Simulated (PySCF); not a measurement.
C4H3FOSi, SMILES C#C[Si](O)(F)C#C. Geometry: PBE-D3(BJ)/def2-SVP. The structure was generated by enumeration, and PubChem lists no compound with its InChIKey, so it may never have been made. One conformer was computed; it need not be the lowest.

These are PBE-D3(BJ)/def2-SVP (PySCF) values and carry that method's errors.

Harmonic wavenumbers (cm⁻¹): 87, 124, 130, 181, 221, 286, 338, 345, 388, 400, 570, 690, 703, 708, 709, 710, 809, 873, 940, 2093, 2102, 3389, 3391, 3763. Rotational constants (GHz): 2.597, 1.698, 1.404; symmetry number 1.

Work out the zero-point energy and the ideal-gas rigid-rotor harmonic-oscillator thermochemistry at 298.15 K and 1 atm.

ZPE = ½ Σ hcν = ½ × 23947 cm⁻¹ = 34.23 kcal/mol. H − E(el) = 40.35 kcal/mol. Entropy in cal/(mol K): translation 40.11, rotation 28.34, vibration 22.35, total 90.81. G − E(el) = 13.28 kcal/mol. Cp = 32.13 cal/(mol K). Modes under 150 cm⁻¹ make the vibrational entropy uncertain.
